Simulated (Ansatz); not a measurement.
Input file for Ansatz (an electronic-structure program): R-CCSD(T)/cc-pVTZ on H2O (SMILES O).

Ansatz 0.2 input:
```yaml
crystal:
  periodic: [false, false, false]
  atoms:
    - {symbol: O, position_ang: [0.00716711, 0.38955600, -0.00000000]}
    - {symbol: H, position_ang: [-0.76847174, -0.18070572, 0.00000000]}
    - {symbol: H, position_ang: [0.76130462, -0.20885028, -0.00000000]}
basis:
  gaussian:
    orbitals: cc-pVTZ
magnetization: {spin_polarized: false}
correlation: {method: ccsd_t, electrons: outside_noble_gas}
scf: {lower_state_search: off}
```

Q: What total energy does the run end on?

A: -76.3321 hartree (reference determinant -76.0568, T1 diagnostic 0.007).
